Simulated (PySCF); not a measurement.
CF2, SMILES [C](F)F (connectivity only; charge and spin as stated), neutral, multiplicity 1.

Coordinates come from a B3LYP-D3(BJ)/def2-TZVP optimisation. The isomer is the one that the SMILES or the coordinates give; other isomers of the formula were not compared.

Level of theory: PBE0/def2-TZVPD run with PySCF.

Symmetry labels are those of the subgroup C2v that the program uses (full group C2v).

Computed valence orbital energies around the gap with their symmetry:
```json
[
 {"orbital": "HOMO−7", "symmetry": "B2", "energy (eV)": "-35.47"},
 {"orbital": "HOMO−6", "symmetry": "A1", "energy (eV)": "-20.09"},
 {"orbital": "HOMO−5", "symmetry": "B2", "energy (eV)": "-17.16"},
 {"orbital": "HOMO−4", "symmetry": "B1", "energy (eV)": "-15.87"},
 {"orbital": "HOMO−3", "symmetry": "A1", "energy (eV)": "-15.71"},
 {"orbital": "HOMO−2", "symmetry": "A2", "energy (eV)": "-13.77"},
 {"orbital": "HOMO−1", "symmetry": "B2", "energy (eV)": "-13.06"},
 {"orbital": "HOMO", "symmetry": "A1", "energy (eV)": "-8.89"},
 {"orbital": "LUMO", "symmetry": "B1", "energy (eV)": "-2.39"},
 {"orbital": "LUMO+1", "symmetry": "A1", "energy (eV)": "0.77"},
 {"orbital": "LUMO+2", "symmetry": "B2", "energy (eV)": "1.56"},
 {"orbital": "LUMO+3", "symmetry": "A1", "energy (eV)": "2.05"}
]
```
